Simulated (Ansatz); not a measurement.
Born–Oppenheimer molecular dynamics of BClH5NOSi (10 atoms, charge 0, multiplicity 1). It starts from a relaxed structure.

Computed with RHF/STO-3G in Ansatz 0.2.0.

```json
{
 "ensemble": "NVE (velocity Verlet)",
 "time step": "1 fs",
 "steps asked": "400",
 "starting velocities drawn for": "400 K",
 "seed": "432332"
}
```

First frame:

```xyz
10
Properties=species:S:1:pos:R:3
N -1.296 -0.467 -1.093
Si -0.404 -0.669 0.367
Cl 0.831 -2.385 0.239
B 0.792 0.859 0.756
O 1.224 1.602 -0.261
H -0.759 -0.193 -1.916
H -1.914 -1.234 -1.362
H -1.330 -0.988 1.401
H 1.117 1.093 1.850
H 1.822 2.331 0.022
```

Problem. How far do the bonds stretch over the last three quarters of this one trajectory? (Pairs bonded in most of those frames.)

Solution. 
```tsv
bond	mean (Å)	spread (Å)	shortest	longest
N1–Si2	1.723	0.018	1.68	1.76
N1–H6	1.021	0.018	0.99	1.05
N1–H7	1.022	0.020	0.99	1.06
Si2–Cl3	2.119	0.014	2.09	2.14
Si2–B4	1.982	0.033	1.92	2.06
Si2–H8	1.426	0.012	1.41	1.44
B4–O5	1.333	0.024	1.29	1.39
B4–H9	1.171	0.044	1.10	1.24
O5–H10	0.987	0.033	0.94	1.03
```

Mean temperature of the second half: 199 K. The conserved energy stayed within 2.6 meV per atom of its start (net change 1.4 meV per atom), so the integration is sound. The temperature averaged 0.50 of the 400 K drawn at the start: a run that starts near a minimum puts about half its kinetic energy into the potential. A run of 0.4 ps of so small a system gives no equilibrium averages. Limits of this set-up: minimal basis.

Time of the run: 4.3 min on 1 thread of Arm Neoverse V1 (shared host), peak memory 0.084 GiB.
